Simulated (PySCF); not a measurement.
A compound of formula C26H16F6Se4 has these computed shifts in ppm, with the number of atoms in brackets (GIAO KT3/pcSseg-1, gas phase, PySCF SCF with an in-house response code, fitting set def2-universal-JFIT, grid level 2, non-relativistic, on the GFN2-xTB geometry; 13C, 1H against isolated TMS; 19F against isolated CFCl3; 77Se against isolated Me2Se).

1H: 7.41 (1), 7.33 (1), 7.32 (1), 7.26 (1), 7.22 (1), 7.15 (1), 7.06 (1), 6.93 (1), 6.86 (1), 6.85 (1), 6.79 (1), 6.78 (1), 6.69 (1), 6.63 (1), 6.61 (1), 5.84 (1)
13C: 152.1 (1), 150.3 (1), 150.0 (1), 148.8 (1), 147.3 (1), 146.4 (1), 143.9 (1), 133.9 (1), 131.0 (1), 129.9 (1), 129.0 (1), 128.4 (1), 126.2 (1), 126.2 (1), 125.5 (1), 125.1 (1), 123.0 (1), 122.7 (1), 119.0 (1), 118.2 (1), 117.8 (1), 117.7 (1), 117.6 (1), 117.0 (1), 116.1 (1), 111.9 (1)
19F: -85.1 (3), -91.9 (3)
77Se: 523.5 (1), 462.1 (1), 416.1 (1), 405.2 (1)

Question: Which structure gave them?

Answer: FC(F)(F)/C=C/c1ccc(/C=C/c2ccc(/C=C/c3ccc(/C=C/c4ccc(C(F)(F)F)[se]4)[se]3)[se]2)[se]1. Other isomers were not compared.
